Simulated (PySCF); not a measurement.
# Radial density of Ta⁵⁵⁺ (tantalum, charge +55)

UHF, [Ar], closed-shell 1S. Computed with PySCF 2.14 in an even-tempered Gaussian basis (17 s from 14 bohr⁻², ratio 2.5; 12 p from 18 bohr⁻², ratio 2.5; 4 d from 76 bohr⁻², ratio 2.7; 4 f from 110 bohr⁻², ratio 2.7), with scalar relativity by spin-free X2C-1e.

| r (bohr) | 4πr²ρ (e/bohr) |
| --- | --- |
| 0.0144 | 99.88 |
| 0.0242 | 87.30 |
| 0.0407 | 112.6 |
| 0.0684 | 108.4 |
| 0.115 | 46.84 |
| 0.194 | 52.63 |
| 0.326 | 6.484 |
| 0.548 | 0.02788 |

Densities and radii are taken from the X2C orbitals without a picture-change correction, which distorts them close to the nucleus.

Spin-orbit coupling, which splits the p, d and f shells strongly at this Z, is absent.
